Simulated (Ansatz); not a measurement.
Start from `O[SiH2][SiH]([SiH3])Cl` and change one atom or group to get `[NH2][AlH][SiH]([SiH3])Cl`.

Ansatz, PBE0-D4/def2-TZVP geometries, multiplicity 1. Each molecule was computed in one conformer, which needn't be the lowest.

```
                               property  `O[SiH2][SiH]([SiH3])Cl`
     HOMO energy (PBE0/def2-TZVPP) / eV                     -7.68
HOMO–LUMO gap (ωB97M-V/def2-TZVPP) / eV                     10.20
    LUMO energy (B3LYP/def2-TZVPP) / eV                     -1.39
      HOMO energy (PBE/def2-TZVPP) / eV                     -6.53
  HOMO energy (ωB97M-V/def2-TZVPP) / eV                     -9.66
  LUMO energy (ωB97M-V/def2-TZVPP) / eV                      0.54
```

(1) Give the same properties after the change, and the shifts. (Estimate.)

## Answers

(1) Computed: 
| property | `[NH2][AlH][SiH]([SiH3])Cl` | shift |
| --- | --- | --- |
| HOMO energy (PBE0/def2-TZVPP) / eV | -7.24 | 0.44 |
| HOMO–LUMO gap (ωB97M-V/def2-TZVPP) / eV | 9.30 | -0.90 |
| LUMO energy (B3LYP/def2-TZVPP) / eV | -1.74 | -0.35 |
| HOMO energy (PBE/def2-TZVPP) / eV | -6.17 | 0.36 |
| HOMO energy (ωB97M-V/def2-TZVPP) / eV | -9.18 | 0.48 |
| LUMO energy (ωB97M-V/def2-TZVPP) / eV | 0.11 | -0.43 |

With PBE0 the HOMO rises by 0.44 eV and the LUMO falls by 0.35 eV, so the gap narrows by about 0.79 eV. PBE moves the HOMO by 0.36 eV and ωB97M-V by 0.48 eV.

B3LYP here is the variant with VWN-RPA as its local correlation; programs differ in this.
